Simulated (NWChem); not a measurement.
Molecule: silicon monosulfide (SiS, singlet); SMILES [Si]=S

All runs: NWChem. Low-valent species are run as closed-shell singlets; no triplet was tried in these runs. Each level has its own optimisation. Computed dipoles belong to the equilibrium geometry; the measured one is vibrationally averaged.

Measured dipole moment: 1.73 D (NIST CCCBDB, as tabulated in the package chemicals).

```
level            dipole moment (D)  computed − measured
---------------  -----------------  -------------------
PBE/3-21G                     2.02                +0.29
PBE/pcseg-1                      …                    …
PBE/aug-pcseg-1               1.59                -0.14
PBE/pcseg-2                      …                    …
PBE/def2-TZVPP                1.58                -0.15
```

### Question
What belongs in the gaps?

### Answer

- PBE/pcseg-2, dipole moment (D): 1.70
- PBE/pcseg-2, computed − measured: -0.03
- PBE/pcseg-1, dipole moment (D): 1.70
- PBE/pcseg-1, computed − measured: -0.03
